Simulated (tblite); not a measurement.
Compound: C5H7OP2 (charge -1).
SMILES with atom numbers: `[CH3:1][O:2][c:3]1[cH:4][p:5][c:6]([CH3:7])[p-:8]1` (hydrogens: H9, H10, H11 on C1; H12 on C4; H13, H14, H15 on C7)

A start from a force field or distance geometry was refined with GFN2-xTB geometry optimisation, gas phase (tblite 0.8.0). Values at the start:

```json
{"coordinate": "C1–O2", "start": "1.411 Å"}
{"coordinate": "C1–H9", "start": "1.123 Å"}
{"coordinate": "O2–C3", "start": "1.406 Å"}
{"coordinate": "C3–C4", "start": "1.351 Å"}
{"coordinate": "C3–P8", "start": "1.710 Å"}
{"coordinate": "C4–P5", "start": "1.906 Å"}
{"coordinate": "C4–H12", "start": "1.086 Å"}
{"coordinate": "P5–C6", "start": "1.537 Å"}
{"coordinate": "C6–C7", "start": "1.500 Å"}
{"coordinate": "C6–P8", "start": "1.842 Å"}
{"coordinate": "C7–H13", "start": "1.073 Å"}
{"coordinate": "O2–C3–C4", "start": "139.9°"}
{"coordinate": "O2–C3–P8", "start": "117.2°"}
{"coordinate": "C3–P8–C6", "start": "113.7°"}
{"coordinate": "C4–C3–P8", "start": "102.9°"}
{"coordinate": "C4–P5–C6", "start": "107.1°"}
{"coordinate": "P5–C6–C7", "start": "149.7°"}
{"coordinate": "P5–C6–P8", "start": "99.6°"}
{"coordinate": "C7–C6–P8", "start": "110.7°"}
{"coordinate": "C1–O2–C3–C4", "start": "179°"}
```

Question: How do these coordinates change at the GFN2-xTB level?

Answer: 
```tsv
coordinate	GFN2-xTB (Å or °)	change
P5–C6	1.736	+0.199
C4–P5	1.745	-0.161
C6–P8	1.742	-0.100
C3–P8	1.760	+0.050
C1–H9	1.099	-0.024
C7–H13	1.093	+0.020
C1–O2	1.392	-0.019
C3–C4	1.369	+0.018
O2–C3	1.391	-0.015
C6–C7	1.506	+0.006
C4–H12	1.082	-0.004
P5–C6–C7	121.8	-27.9
O2–C3–C4	118.7	-21.2
C3–P8–C6	93.6	-20.1
P5–C6–P8	117.6	+18.0
C4–C3–P8	117.3	+14.4
C4–P5–C6	94.2	-12.9
C7–C6–P8	120.5	+9.8
O2–C3–P8	124.0	+6.8
C1–O2–C3–C4	-178	+3
```

The energy falls by 3.251 eV over 64 L-BFGS steps, the largest force on an atom goes from 11.84 to 0.008 eV/Å, and the atoms move by 0.395 Å rms after alignment. The bond that changes most is P5–C6 (ends: phosphorus bonded to 2 C; substituted aromatic carbon), which lengthens by 0.199 Å. Bonds longer at the end by more than 0.005 Å: 5 of 15; shorter: 8. Among the dihedrals that turn most is H9–C1–O2–C3, from -40° to -60°. Rotational constants go from 2953, 1097, 808.3 to 2862, 1095, 800.1 MHz.

GFN2-xTB frequencies show an imaginary mode (40i cm⁻¹), so the point is no minimum at that level. 2 starts were optimised and ended at 0.00 and 2.01 kcal/mol (GFN2-xTB); the lowest of these is shown.

One conformer stands for the species.

The numbers are calculated, not measured.
